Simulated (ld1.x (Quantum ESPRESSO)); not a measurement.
**nitrogen (N), TM: configuration errors across variants**

* Element: nitrogen
* Generator: ld1.x (Quantum ESPRESSO) 7.5
* Type: norm-conserving Troullier–Martins (Kleinman–Bylander form)
* Functional: PBEsol
* Relativity: scalar-relativistic
* Frozen core: [He]
* Valence charge: 5
* Reference configuration: 2s2 2p3
* Partial waves: 2p (bound): rc 2.30 bohr; 2s (bound): rc 0.85 bohr
* Local potential: the s channel
* Core correction: a·sin(br)/r model core inside 0.70 bohr

All-electron excitation energies from the reference (eV): (1) 2s2 2p2 13.521; (2) 2s2 2p1 42.258; (3) 2s2 2p0 89.143; (4) 2s2 2p2.5 5.063; (5) 2s1 2p3 25.236; (6) 2s1 2p0 166.660; (7) 2s2 2p3.3 -1.604.

The overlap operator is not positive definite (basis up to 400 Ry) in “type PAW; waves now 2s (bound): rcut 0.75, rcutus 0.85 bohr; 2s channel at 1.5 Ry: rcut 0.75, rcutus 0.85 bohr; 2p (bound): rcut 2.00, rcutus 2.30 bohr; 2p channel at 1.35 Ry: rcut 2.00, rcutus 2.30 bohr; local potential all-electron potential smoothed inside 2.10 bohr (lloc = -1); augmentation BESSEL, radius 0.65 bohr”. Such files are unfit for use, however small their errors in these radial tests.

2 further variants failed, have other tests or another functional or relativity, and are left out.

Errors AE − PS in meV (a dash: test not solved or not reliable):

| change | (1) | (2) | (3) | (4) | (5) | (6) | (7) | bound ghosts |
| --- | --- | --- | --- | --- | --- | --- | --- | --- |
| base | +71 | +626 | +2457 | +10 | -118 | +3940 | +1.1 | none |
| wave 2s (bound): rc 0.85 bohr becomes 2s (bound): rc 0.56 bohr | +75 | +654 | +2564 | +11 | -108 | +4024 | +1.2 | none |
| local potential the p channel | +34 | +519 | +2364 | +0.5 | -171 | +3896 | -1.9 | none |
| all radii but the core radius scaled by about 1.37 (s 1.16, p 3.16 bohr) | +265 | +1896 | +6443 | +44 | -326 | +10142 | +6.2 | none |
| wave 2p (bound): rc 2.30 bohr becomes 2p (bound): rc 2.80 bohr | +165 | +1277 | +4582 | +26 | -231 | +7256 | +3.3 | none |
| type PAW; waves now 2s (bound): rcut 0.75, rcutus 0.85 bohr; 2s channel at 1.5 Ry: rcut 0.75, rcutus 0.85 bohr; 2p (bound): rcut 2.00, rcutus 2.30 bohr; 2p channel at 1.35 Ry: rcut 2.00, rcutus 2.30 bohr; local potential all-electron potential smoothed inside 2.10 bohr (lloc = -1); augmentation BESSEL, radius 0.65 bohr | – | – | – | – | – | – | – | not determined (overlap not positive) |
| wave 2s (bound): rc 0.85 bohr becomes 2s (bound): rc 1.12 bohr | +73 | +635 | +2484 | +11 | -120 | +3951 | +1.2 | none |
| wave 2p (bound): rc 2.30 bohr becomes 2p (bound): rc 3.04 bohr | +220 | +1624 | +5639 | +36 | -283 | +8907 | +4.8 | none |

Give the same row for: core correction a·sin(br)/r model core inside 0.84 bohr.

+72, +631, +2478, +10, -115, +4002, +1.1; bound ghosts: none.
